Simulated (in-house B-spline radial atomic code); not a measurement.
# wB97X excitations of the bismuth ion Bi³⁺

Method: wB97X. Computed with a B-spline radial code for spherical atoms: linear response of the closed shell [Xe] 4f14 5d10 6s2 with the functional's adiabatic kernel; scalar-relativistic (spin-free one-electron X2C), finite nucleus, no spin-orbit coupling, no double excitations, S, P, D and F terms only; shells from n = 4 respond. Only terms of natural parity with L up to 3 were computed.

Spin-orbit coupling is strong here, so these LS terms don't match observed levels.

Command:
```bash
python run_td.py task.json out
```
Settings (radii: box in bohr, nucleus in fm):
```
Z                        83
electrons                80
configuration            [Xe] 4f14 5d10 6s2
hamiltonian              x2c
method                   wb97x
box_radius               23.08
rms_radius               5.5211
intervals                71
```

Cost of the run: 3.6 s on 1 thread of AMD EPYC 9R14 (Zen 4), on a shared host.

The lowest states, in the order of their Tamm-Dancoff energies; the method's threshold (minus the highest occupied level) is 43.29 eV. Labels give the largest channel, * marks a mixed state, and oscillator strengths are full-response dipole values. Semilocal kernels can invert the small singlet-triplet splittings of Rydberg terms. Energies in eV:

```json
{"state": "6s → 6p 3P", "full response": "?", "Tamm-Dancoff": "?", "oscillator strength": "-"}
{"state": "6s → 6p 1P", "full response": "13.385", "Tamm-Dancoff": "13.782", "oscillator strength": "1.56"}
{"state": "6s → 7s 3S", "full response": "24.066", "Tamm-Dancoff": "24.079", "oscillator strength": "-"}
{"state": "6s → 6d 1D", "full response": "24.548", "Tamm-Dancoff": "24.581", "oscillator strength": "-"}
{"state": "6s → 6d 3D", "full response": "24.670", "Tamm-Dancoff": "24.679", "oscillator strength": "-"}
{"state": "6s → 7s 1S", "full response": "24.662", "Tamm-Dancoff": "24.693", "oscillator strength": "-"}
{"state": "5d → 6p 3P", "full response": "26.812", "Tamm-Dancoff": "26.848", "oscillator strength": "-"}
{"state": "5d → 6p 3F", "full response": "?", "Tamm-Dancoff": "?", "oscillator strength": "-"}
{"state": "5d → 6p 1F", "full response": "27.436", "Tamm-Dancoff": "27.441", "oscillator strength": "-"}
{"state": "6s → 7p 3P", "full response": "27.472", "Tamm-Dancoff": "27.480", "oscillator strength": "-"}
{"state": "6s → 7p 1P*", "full response": "27.859", "Tamm-Dancoff": "27.880", "oscillator strength": "0.41"}
{"state": "6s → 5f 3F", "full response": "28.813", "Tamm-Dancoff": "28.824", "oscillator strength": "-"}
```

Question: Where does 5d → 6p 3F lie?

Answer: At 26.977 eV in full response, 27.011 eV in Tamm-Dancoff.

Question: Where does 6s → 6p 3P lie?

Answer: At 11.293 eV in full response, 11.346 eV in Tamm-Dancoff.

Question: How large is the singlet-triplet splitting of 6s → 6p (P terms) in Tamm-Dancoff?

Answer: 2.44 eV, from the unrounded values.

Question: What polarisabilities and dispersion coefficient does the method give?

Answer: Dipole 10.14 bohr³, quadrupole 26.59 bohr⁵, C6 61.99 hartree·bohr⁶ for two such species.
